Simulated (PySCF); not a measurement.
Species: CH11NOSi3.
Z-matrix (Å and degrees, PBE0-D3(BJ)/def2-SVP geometry), rows numbered from 1:
```
C 
N   1  1.4429
Si  2  1.7210  1  127.03
Si  3  2.3425  2  111.96  1    45.30
O   3  1.6758  2  113.31  1   -72.61
Si  5  1.6612  3  135.50  2   -30.77
H   1  1.1055  2  113.11  3   108.61
H   1  1.1039  2  112.17  3  -129.27
H   1  1.1015  2  109.94  3   -10.56
H   2  1.0136  1  114.60  3  -175.00
H   3  1.4943  2  105.15  1   168.62
H   4  1.4972  3  110.33  2    59.09
H   4  1.4954  3  110.70  2   179.23
H   4  1.4975  3  110.88  2   -60.67
H   6  1.4897  5  108.28  3  -171.71
H   6  1.4954  5  110.70  3    68.71
H   6  1.4965  5  111.02  3   -51.81
```

The closed-shell ground state was solved at several levels (PySCF, density fitting, gas phase, non-relativistic).

```
              level  basis functions  HOMO (eV)  LUMO (eV)  gap (eV)  dipole (D)
CAM-B3LYP/def2-SVPD              223      -8.42       0.80      9.22        1.82
      PBE0/pcSseg-1              178      -7.02       0.08      7.10        2.07
```

(1) What might KT2/pcSseg-1 (178 basis functions) give for the same quantities?

(2) Over all these levels, which gives the widest orbital gap and which the narrowest?

(3) How far do the dipole and the HOMO energy spread over the levels?

Results:

(1) HOMO -5.77 eV, LUMO -0.90 eV, gap 4.87 eV, dipole 2.03 D.

(2) CAM-B3LYP/def2-SVPD (range-separated hybrid) has the widest, 9.22 eV, and KT2/pcSseg-1 (GGA) the narrowest, 4.87 eV. Functional and basis both differ between the two, so the spread mixes both effects.

(3) The dipole runs from 1.82 to 2.07 D (mean 1.97 D) and the HOMO from -8.42 to -5.77 eV.

One conformer stands for the species.
